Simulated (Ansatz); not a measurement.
Relaxed structures of Si₂H₃O₂ (charge +1), singlet (PBE0-D4/def2-TZVP; forces vanish, vibrations not checked; lower isomers may exist, and structures with a doubtful reference or unclear bonds are left out; Å). Computed with Ansatz 0.2.0 (basis: def2-TZVPP); correlated methods freeze the cores.

(1) Rank them by CCSD(T) energy, lowest first, and give each one's height above the lowest. Links in brackets join atoms within 1.22 times the sum of their covalent radii (1.1 for two metals). (To be estimated.)
A.
Si₂H₃O₂ ([OH2][Si][O][SiH]), total charge +1
```
7
angstrom
O -0.1751 0.2584 -0.1650
Si 1.3080 0.2243 -0.7318
O 1.7979 -1.3064 0.3709
Si -1.8719 0.4926 0.0076
H 1.2167 -1.7432 1.0126
H -1.6987 1.4254 1.1987
H 2.6748 -1.7183 0.3660
```
B.
Si₂H₃O₂ ([OH][SiH]1[O][SiH]1), total charge +1
```
7
angstrom
O -0.0373 -0.3235 -1.2356
Si 1.1822 -0.3567 -0.1091
O 1.1734 -1.6489 0.8034
Si -0.7781 0.8148 -0.2872
H 1.9065 -1.9822 1.3311
H 2.4546 0.3009 -0.4238
H -2.1152 1.1917 -0.8276
```
C.
Si₂H₃O₂ ([OH][Si]1[O][SiH2]1), total charge +1
```
7
angstrom
O -0.8710 -0.6550 -0.0515
Si 0.7152 -0.3345 0.1603
O 1.5976 -1.6051 0.4738
Si -1.0701 0.9972 -0.3068
H 2.5489 -1.6265 0.6294
H -1.6603 1.7797 0.7894
H -1.2604 1.4442 -1.6946
```
D.
Si₂H₃O₂ ([OH][Si]([OH])[SiH]), total charge +1
```
7
angstrom
O -1.2949 -1.3068 0.3432
Si 0.0263 -0.4579 0.1449
O 1.3592 -1.2980 0.3475
Si -0.4123 1.8843 -0.2800
H 2.2721 -1.0029 0.2778
H -1.3765 -2.2491 0.5324
H -0.3714 1.3911 -1.7259
```

T1 diagnostic: at most 0.017. The restricted Hartree–Fock reference is unstable towards an unrestricted one at one or more of these structures.

Answers

(1) Computed: C (0.0 kJ/mol), B (11.0 kJ/mol), A (41.3 kJ/mol), D (51.0 kJ/mol). Heights count from the lowest.

For scale, one of the runs: CCSD(T)/def2-TZVPP, 188 basis functions, launched by `ansatz run in.yaml --threads 2 --pin off --events-out ev --progress --plain --max-ram 4352MiB`. Time: 53 s of wall clock on 2 CPU threads of an Arm Neoverse V2; the host was shared. Peak host memory: 1.9 GiB.
